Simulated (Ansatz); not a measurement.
`CC(F)([SiH3])Br`. Total charge 0; spin multiplicity 1. All single points use the PBE0-D4/def2-TZVP geometry.

```xyz
11

C    -1.263   -0.054    0.695
C     0.085   -0.557    0.258
F    -0.058   -1.824   -0.254
Si    1.030    0.529   -0.997
Br    1.266   -0.699    1.835
H    -1.702   -0.731    1.429
H    -1.177    0.940    1.136
H    -1.922    0.000   -0.176
H     2.327   -0.113   -1.306
H     0.197    0.640   -2.225
H     1.219    1.870   -0.395
```

Problem. What is the dipole moment at r2SCAN/def2-TZVPP? (Best estimate.)

Solution. Ansatz gave: 2.05 D, with components (-1.26, 1.47, -0.66) D in this frame, pointing from negative to positive charge.

Problem. And with PBE, B3LYP, ωB97M-V? (Best estimate.)

Solution. The calculation gave: PBE 1.90 D, B3LYP 2.02 D, ωB97M-V 2.03 D.

Problem. Give the Mulliken charges with r2SCAN, ωB97M-V, PBE in def2-TZVPP. (Estimate.)

Solution. Computed: 
```
atom  r2SCAN  ωB97M-V    PBE
  C1   -0.16    -0.31  -0.26
  C2    0.21     0.11   0.19
  F3   -0.20    -0.19  -0.16
 Si4    0.25     0.14   0.16
 Br5   -0.16    -0.12  -0.14
  H6    0.07     0.13   0.11
  H7    0.07     0.12   0.10
  H8    0.07     0.12   0.10
  H9   -0.04     0.01  -0.03
 H10   -0.06    -0.02  -0.05
 H11   -0.05     0.00  -0.03
```

B3LYP here is the variant with VWN-RPA as its local correlation; programs differ in this.
